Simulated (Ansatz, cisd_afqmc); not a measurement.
System: Sb, charge 0, quartet.

Total energies in def2-QZVPPD, 5 correlated electrons, 9 frozen orbitals. Radicals and triplets start from unrestricted determinants; spin-orbit coupling is neglected. Correlated methods leave the cores frozen (noble-gas shells, and filled d and f shells in the p block). Past Kr the def2 sets carry scalar-relativistic core potentials. AFQMC is phaseless with a CISD trial state; ± is one standard error, without the phaseless bias. Outlying blocks are dropped, and bars are widened where a walk drifts. Over all cases where full CI ran beside it in this data, AFQMC minus full CI had a median of +0.1 mEh and passed +0.4 mEh in a tenth of the cases. Spin-orbit terms, left out, reach several kcal/mol for Br and I, and more for heavier atoms.

```tsv
method	program	energy (Eh)	minus CCSDT(Q) (mEh)
HF	Ansatz	-239.27798	80.77
MP2	Ansatz	-239.34406	14.69
CCSD	Ansatz	-239.35513	3.61
CCSD(T)	Ansatz	-239.35813	0.61
CCSDT(Q)	Ansatz	-239.35875	0.00
AFQMC/CISD	cisd_afqmc	-239.3586 ± 0.0002	0.2 ± 0.2
```

Ansatz is a first-principles code.
